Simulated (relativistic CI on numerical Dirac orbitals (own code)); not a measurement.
L2,3 absorption of iron in several valence states

Computed multiplet spectra 2p⁶3dⁿ → 2p⁵3dⁿ⁺¹ (Dirac-Coulomb-Breit ions, Slater integrals scaled by 0.8, an assumed crystal field that grows with the charge, no charge transfer; 300 K; Lorentzian 0.4 eV and Gaussian 0.3 eV FWHM at both edges, so that L2 comes out sharper than in experiment). Peaks over 5 % are given in eV from the highest peak in the L3 region of each spectrum (height, largest 100). S of the lowest state is read from ⟨S²⟩, and the branching ratio is the share of L3, cut at the minimum between the edges.

Field parameters in Wybourne normalisation: Oh B⁴₀ = 21Dq, B⁴₄ = √(5/14) B⁴₀. The field is a parameter set, without covalency.

- Fe2+ (d6, Oh, 10Dq = 8500 cm⁻¹): S = 2.00, high spin, branching ratio 0.77; peaks 0.0 (100), 1.2 (62), 2.8 (24), 11.6 (13), 12.7 (35), 15.7 (8)
- Fe3+ (d5, Oh, 10Dq = 11000 cm⁻¹): S = 2.50, high spin, branching ratio 0.77; peaks -1.7 (24), 0.0 (100), 1.6 (29), 3.9 (11), 4.7 (7), 11.6 (15), 13.5 (17), 14.2 (16), 14.6 (17)
- Fe4+ (d4, Oh, 10Dq = 13500 cm⁻¹): S = 2.00, high spin, branching ratio 0.65; peaks -4.8 (5), -1.9 (35), -1.3 (42), 0.0 (100), 1.7 (66), 3.4 (31), 8.2 (21), 9.8 (31), 10.6 (27), 11.1 (21), 13.8 (44), 14.9 (18), 16.9 (5)
- Fe5+ (d3, Oh, 10Dq = 15950 cm⁻¹): S = 1.50, branching ratio 0.59; peaks -2.0 (48), 0.0 (100), 1.0 (88), 3.4 (27), 5.0 (14), 9.1 (28), 10.6 (79), 12.4 (36), 13.4 (69), 14.0 (42)

The centroid of the whole edge, which also moves with the branching ratio, lies at 713.2 (Fe2+), 716.3 (Fe3+), 720.4 (Fe4+), 725.7 (Fe5+) eV in this ionic model, in steps of 3.1 to 5.3 eV. Compounds show about 1 to 2 eV a unit and lower energies for the high valences, since ligands screen the charge. The multiplet shape follows the d count and the spin state, and so serves as a fingerprint of valence.
